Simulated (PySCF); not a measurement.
Gas-phase reaction: WO₂Cl₂ + 2 Cl₂ + 2 F ⇌ WCl₆ + 2 FO

Computed with PySCF and rigid-rotor harmonic-oscillator thermochemistry at 1 bar. † marks an energy on the PBE0/def2-TZVP geometry and frequencies; other levels use their own. MP2 freezes the core. Open shells (unrestricted): F (multiplicity 2, electronic degeneracy 6), FO (multiplicity 2, electronic degeneracy 4); the rest are closed-shell singlets. Spin-orbit splitting is ignored; it lowers the true energy and changes the entropy of F, FO. B3LYP is the form with VWN-RPA correlation. W: scalar-relativistic def2 core potential, no spin-orbit coupling. MP2 isn't extrapolated to the basis-set limit; its ΔH°(298 K) is 251.2 kJ in def2-SVP and 259.5 kJ in def2-TZVPP. The harmonic model lacks anharmonicity and excited electronic states, which grow with temperature; levels with a mode under 35 cm⁻¹ are left out. Soft modes under 120 cm⁻¹ make the harmonic entropy rough for WO₂Cl₂, WCl₆.

ΔH° and ΔS° at 298 K: B3LYP/def2-TZVP† 189 kJ, -257 J/K; M06-2X/def2-TZVP† 228 kJ, -257 J/K; MP2/def2-SVP† 251 kJ, -257 J/K; PBE/def2-TZVP† 94 kJ, -257 J/K; PBE0/def2-QZVP† 168 kJ, -257 J/K; PBE0/def2-TZVP 159 kJ, -257 J/K.

Problem. With the heat capacities included, give log10 K (1 bar) at 600, 800, 1200, 1800, 2000 K from B3LYP/def2-TZVP†, M06-2X/def2-TZVP†, MP2/def2-SVP†, PBE/def2-TZVP†, PBE0/def2-QZVP†, PBE0/def2-TZVP.

Solution. 
```
T (K)  B3LYP/def2-TZVP†  M06-2X/def2-TZVP†  MP2/def2-SVP†  PBE/def2-TZVP†  PBE0/def2-QZVP†  PBE0/def2-TZVP
-----  ----------------  -----------------  -------------  --------------  ---------------  --------------
600               -29.8              -33.2          -35.2           -21.6            -28.0           -27.2
800               -25.6              -28.2          -29.7           -19.4            -24.3           -23.7
1200              -21.4              -23.1          -24.1           -17.3            -20.5           -20.1
1800              -18.5              -19.6          -20.3           -15.8            -17.9           -17.6
2000              -17.9              -18.9          -19.5           -15.4            -17.4           -17.1
```
